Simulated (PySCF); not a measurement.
Input file for PySCF: R-HF/STO-3G on C5H8 (SMILES C=CC(=C)C), a point of a torsion scan.

```python
from pyscf import gto, scf, dft, mp
from pyscf.data.elements import chemcore

mol = gto.M(
    atom='''
    C     1.05874743    1.53088077   -0.66338075
    C     0.31088769    1.07036727    0.32933424
    C    -0.33624028   -0.24335507    0.35724579
    C    -0.37303724   -0.94908310    1.48336161
    C    -0.85612710   -0.78882192   -0.93975856
    H     1.20056354    0.98382751   -1.58006638
    H     1.55056111    2.48691209   -0.60238435
    H     0.23089649    1.64409231    1.24476989
    H     0.02150588   -0.56223215    2.40795139
    H    -0.80327012   -1.93539757    1.52299077
    H    -1.44795625   -1.68461046   -0.77104501
    H    -0.02846039   -1.04418104   -1.60036362
    H    -1.46982848   -0.04471018   -1.44449917
    ''',
    basis='sto-3g',
    charge=0, spin=0, verbose=3, max_memory=1800)
mf = scf.RHF(mol)
mf.conv_tol = 1e-8
mf.max_cycle = 100
mf.kernel()
if not mf.converged:
    mf = mf.newton().run(mf.mo_coeff, mf.mo_occ)
```

Output:

```
converged SCF energy = -191.598405281236
```

The run converged.

Cost: about 0.13 core-seconds (a rough figure).
